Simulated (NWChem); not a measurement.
System: CH₄N₂S cation, doublet; SMILES of the neutral closed-shell parent NC(N)=S

Parts of the log:

```
             Northwest Computational Chemistry Package (NWChem) 7.3.0
             --------------------------------------------------------

 C2V symmetry detected

                             Geometry "geometry" -> ""
                             -------------------------

 Output coordinates in angstroms (scale by  1.889725989 to convert to a.u.)

  No.       Tag          Charge          X              Y              Z
 ---- ---------------- ---------- -------------- -------------- --------------
    1 N                    7.0000     0.00000000     1.15446642    -1.01898691
    2 C                    6.0000     0.00000000     0.00000000    -0.38236307
    3 N                    7.0000     0.00000000    -1.15446642    -1.01898691
    4 S                   16.0000     0.00000000     0.00000000     1.35249049
    5 H                    1.0000     0.00000000     1.21091484    -2.02959357
    6 H                    1.0000     0.00000000     2.02742102    -0.51033274
    7 H                    1.0000     0.00000000    -1.21091484    -2.02959357
    8 H                    1.0000     0.00000000    -2.02742102    -0.51033274

 Effective nuclear repulsion energy (a.u.)     157.3569854823

      Symmetry information
      --------------------

 Group name             C2v
 Group number             16
 Group order               4
 No. of unique centers     5

                                Z-matrix (autoz)
                                --------

 Units are Angstrom for bonds and degrees for angles

[...]

      ----------------------
      Optimization converged
      ----------------------

  Step       Energy      Delta E   Gmax     Grms     Xrms     Xmax
  ---- ---------------- -------- -------- -------- -------- --------
@    3    -547.35569220 -1.2D-06  0.00012  0.00004  0.00056  0.00112
                                     ok       ok       ok       ok

                                Z-matrix (autoz)
                                --------

 Units are Angstrom for bonds and degrees for angles

[...]

 Rotational Constants
 --------------------
 A=   0.339668 cm-1  (  0.488695 K)
 B=   0.169329 cm-1  (  0.243622 K)
 C=   0.112998 cm-1  (  0.162576 K)

 Temperature                      =   298.15K
 frequency scaling parameter      =   1.0000

 Zero-Point correction to Energy  =   36.843 kcal/mol  (  0.058713 au)
 Thermal correction to Energy     =   39.742 kcal/mol  (  0.063334 au)
 Thermal correction to Enthalpy   =   40.335 kcal/mol  (  0.064277 au)

 Total Entropy                    =   67.913 cal/mol-K
   - Translational                =   38.883 cal/mol-K (mol. weight =  76.0095)
   - Rotational                   =   23.633 cal/mol-K (symmetry #  =        2)
   - Vibrational                  =    5.397 cal/mol-K

 Cv (constant volume heat capacity) =   15.789 cal/mol-K
   - Translational                  =    2.979 cal/mol-K
   - Rotational                     =    2.979 cal/mol-K
   - Vibrational                    =    9.830 cal/mol-K

[normal modes left out]

 ----------------------------------------------------------------------------
 Normal Eigenvalue ||           Projected Infra Red Intensities
  Mode   [cm**-1]  || [atomic units] [(debye/angs)**2] [(KM/mol)] [arbitrary]
 ------ ---------- || -------------- ----------------- ---------- -----------
    1    -1771.634 ||    0.000000           0.000         0.000       0.000
    2       -0.000 ||    0.015714           0.363        15.319       2.116
    3       -0.000 ||    0.009330           0.215         9.095       1.256
    4       -0.000 ||    0.000308           0.007         0.300       0.041
    5        0.000 ||    0.009528           0.220         9.289       1.283
    6        0.000 ||    0.000975           0.023         0.951       0.131
    7        0.000 ||    0.013634           0.315        13.291       1.836
    8      341.910 ||    0.002396           0.055         2.336       0.323
    9      395.787 ||    0.129194           2.981       125.945      17.394
   10      435.087 ||    0.000871           0.020         0.849       0.117
   11      436.312 ||    0.000000           0.000         0.000       0.000
   12      509.897 ||    0.314167           7.248       306.265      42.298
   13      646.861 ||    0.000821           0.019         0.800       0.110
   14      690.415 ||    0.008496           0.196         8.282       1.144
   15     1001.454 ||    0.000023           0.001         0.022       0.003
   16     1061.768 ||    0.000164           0.004         0.159       0.022
   17     1400.050 ||    0.104853           2.419       102.216      14.117
   18     1504.982 ||    0.006737           0.155         6.568       0.907
   19     1589.463 ||    0.083057           1.916        80.968      11.183
   20     1646.024 ||    0.394815           9.109       384.885      53.157
   21     3467.512 ||    0.275893           6.365       268.954      37.145
   22     3478.976 ||    0.132022           3.046       128.701      17.775
   23     3588.495 ||    0.107844           2.488       105.132      14.520
   24     3589.532 ||    0.171735           3.962       167.415      23.122
 ----------------------------------------------------------------------------

 ===============================================================================
      Negative Nuclear Hessian Mode    1  Eigenvalue =  -1771.63 cm**(-1)
 -------------------------------------------------------------------------------
   Raw step length:  0.526 angstroms ;  The Raw step for this mode is:
    1 N                    7.0000    -0.00604225     0.00000000     0.00000000
    2 C                    6.0000     0.00000000     0.00000000    -0.00000000
    3 N                    7.0000     0.00604225    -0.00000000     0.00000000
    4 S                   16.0000     0.00000000    -0.00000000    -0.00000000
    5 H                    1.0000    -0.29736007    -0.00000000     0.00000000
    6 H                    1.0000     0.22359985     0.00000001    -0.00000001
    7 H                    1.0000     0.29736007     0.00000000     0.00000001
    8 H                    1.0000    -0.22359987     0.00000000     0.00000000

  Geometry after  100.0% step for mode  1; Step length =  0.526 angstroms
   Maximum component (any atom: x,y, or z) displacement:  0.562
    1 N                    7.0000    -0.00604225     1.16666633    -1.01861234
    2 C                    6.0000     0.00000000     0.00000000    -0.37172665
    3 N                    7.0000     0.00604225    -1.16666633    -1.01861234
    4 S                   16.0000     0.00000000    -0.00000000     1.37379750
    5 H                    1.0000    -0.29736007     1.21704991    -2.04200617
    6 H                    1.0000     0.22359985     2.05656375    -0.51426643
    7 H                    1.0000     0.29736007    -1.21704991    -2.04200617
    8 H                    1.0000    -0.22359987    -2.05656374    -0.51426642

  Geometry after -100.0% step for mode  1; Step length =  0.526 angstroms
   Maximum component (any atom: x,y, or z) displacement:  0.562
    1 N                    7.0000     0.00604225     1.16666633    -1.01861235
    2 C                    6.0000    -0.00000000    -0.00000000    -0.37172665
    3 N                    7.0000    -0.00604225    -1.16666633    -1.01861235
    4 S                   16.0000    -0.00000000     0.00000000     1.37379750
    5 H                    1.0000     0.29736007     1.21704992    -2.04200618
    6 H                    1.0000    -0.22359985     2.05656374    -0.51426642
    7 H                    1.0000    -0.29736007    -1.21704991    -2.04200618
    8 H                    1.0000     0.22359987    -2.05656374    -0.51426643

  Geometry after   50.0% step for mode  1; Step length =  0.263 angstroms
   Maximum component (any atom: x,y, or z) displacement:  0.281
    1 N                    7.0000    -0.00302113     1.16666633    -1.01861234
    2 C                    6.0000     0.00000000     0.00000000    -0.37172665
    3 N                    7.0000     0.00302113    -1.16666633    -1.01861234
    4 S                   16.0000     0.00000000    -0.00000000     1.37379750
    5 H                    1.0000    -0.14868004     1.21704991    -2.04200617
    6 H                    1.0000     0.11179992     2.05656375    -0.51426643
    7 H                    1.0000     0.14868004    -1.21704991    -2.04200617
    8 H                    1.0000    -0.11179993    -2.05656374    -0.51426642

  Geometry after  -50.0% step for mode  1; Step length =  0.263 angstroms
   Maximum component (any atom: x,y, or z) displacement:  0.281
    1 N                    7.0000     0.00302113     1.16666633    -1.01861235
    2 C                    6.0000    -0.00000000    -0.00000000    -0.37172665
    3 N                    7.0000    -0.00302113    -1.16666633    -1.01861235
    4 S                   16.0000    -0.00000000     0.00000000     1.37379750
    5 H                    1.0000     0.14868004     1.21704992    -2.04200617
    6 H                    1.0000    -0.11179992     2.05656374    -0.51426642
    7 H                    1.0000    -0.14868004    -1.21704991    -2.04200618
    8 H                    1.0000     0.11179993    -2.05656374    -0.51426642

  Geometry after   35.6% step for mode  1; Step length =  0.187 angstroms
   Maximum component (any atom: x,y, or z) displacement:  0.200
    1 N                    7.0000    -0.00215054     1.16666633    -1.01861234
    2 C                    6.0000     0.00000000     0.00000000    -0.37172665
    3 N                    7.0000     0.00215054    -1.16666633    -1.01861234
    4 S                   16.0000     0.00000000    -0.00000000     1.37379750
    5 H                    1.0000    -0.10583545     1.21704991    -2.04200617
    6 H                    1.0000     0.07958295     2.05656375    -0.51426643
    7 H                    1.0000     0.10583545    -1.21704991    -2.04200617
    8 H                    1.0000    -0.07958295    -2.05656374    -0.51426642

  Geometry after  -35.6% step for mode  1; Step length =  0.187 angstroms
   Maximum component (any atom: x,y, or z) displacement:  0.200
    1 N                    7.0000     0.00215054     1.16666633    -1.01861235
    2 C                    6.0000    -0.00000000    -0.00000000    -0.37172665
    3 N                    7.0000    -0.00215054    -1.16666633    -1.01861235
    4 S                   16.0000    -0.00000000     0.00000000     1.37379750
    5 H                    1.0000     0.10583545     1.21704992    -2.04200617
    6 H                    1.0000    -0.07958295     2.05656374    -0.51426642
    7 H                    1.0000    -0.10583545    -1.21704991    -2.04200617
    8 H                    1.0000     0.07958295    -2.05656374    -0.51426642

  Geometry after   17.8% step for mode  1; Step length =  0.094 angstroms
   Maximum component (any atom: x,y, or z) displacement:  0.100
    1 N                    7.0000    -0.00107527     1.16666633    -1.01861234
    2 C                    6.0000     0.00000000     0.00000000    -0.37172665
    3 N                    7.0000     0.00107527    -1.16666633    -1.01861234
    4 S                   16.0000     0.00000000    -0.00000000     1.37379750
    5 H                    1.0000    -0.05291772     1.21704991    -2.04200617
    6 H                    1.0000     0.03979147     2.05656374    -0.51426642
    7 H                    1.0000     0.05291772    -1.21704991    -2.04200617
    8 H                    1.0000    -0.03979148    -2.05656374    -0.51426642

  Geometry after  -17.8% step for mode  1; Step length =  0.094 angstroms
   Maximum component (any atom: x,y, or z) displacement:  0.100
    1 N                    7.0000     0.00107527     1.16666633    -1.01861234
    2 C                    6.0000    -0.00000000    -0.00000000    -0.37172665
    3 N                    7.0000    -0.00107527    -1.16666633    -1.01861234
    4 S                   16.0000    -0.00000000     0.00000000     1.37379750
    5 H                    1.0000     0.05291772     1.21704992    -2.04200617
    6 H                    1.0000    -0.03979147     2.05656374    -0.51426642
    7 H                    1.0000    -0.05291772    -1.21704991    -2.04200617
    8 H                    1.0000     0.03979148    -2.05656374    -0.51426642
```

Level: PBE-D3(BJ)/def2-SVP, spin-unrestricted. This spin state was assumed; another may lie lower. The optimisation ended at a saddle point (imaginary frequency).

Question: Reconstruct the input file.

Answer: Several could match; the one computed here: the input that was run:
```
start job
memory heap 200 mb stack 900 mb global 1100 mb
charge 1
geometry units angstroms
  N      0.837393    -1.303243    -0.335804
  C     -0.108369    -0.434633    -0.037295
  N     -1.361292    -0.797080     0.154863
  S      0.310009     1.242818     0.107048
  H      0.647424    -2.292784    -0.431895
  H      1.791330    -1.002786    -0.479013
  H     -1.658800    -1.761848     0.082592
  H     -2.069873    -0.113903     0.382812
end
basis spherical
  * library def2-svp
end
dft
  odft
  mult 2
  xc xpbe96 cpbe96
  disp vdw 4
  iterations 150
end
driver
  maxiter 120
end
task dft optimize
task dft freq
```
